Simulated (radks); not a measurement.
Values are calculated unless marked as measured or tabulated.
Ionisation of Ge+, [Ar] 3d10 4s2 4p1, to Ge2+, [Ar] 3d10 4s2, under several functionals. Scalar-relativistic Kohn-Sham, spin-polarised, spherical densities, point nucleus; open shells are filled with parallel spins first; a radial shooting solver on a logarithmic mesh with Libxc functionals.

functional,E(Ge+) (hartree),Exc (hartree),IE (eV),-e(HOMO) (eV),<r> HOMO (bohr),IE error (eV)
"LDA (Slater exchange, Perdew-Zunger correlation)",-2095.62261,-76.29323,15.901,11.795,2.523,-0.034
B86b exchange with PBE correlation,-2098.96145,-79.68746,15.717,11.694,2.538,-0.217
exchange-only PBE,-2097.09064,-77.77614,14.989,10.994,2.595,-0.946
AM05,-2095.79972,-76.47721,15.658,11.643,2.527,-0.276
revPBE,-2098.73188,-79.45577,15.615,11.630,2.542,-0.319
BLYP,-2098.97178,-79.69065,15.650,11.526,2.543,-0.285
HCTH/407,-2099.95815,-80.81492,15.757,11.782,2.505,-0.178

NIST Atomic Spectra Database: 15.935 eV (measured). Closest: LDA (Slater exchange, Perdew-Zunger correlation). The Delta-SCF values span 0.91 eV, the total energies 4.34 hartree. The highest occupied level is 4p. Open shells are spherical and high-spin; term and fine-structure splittings are not resolved.
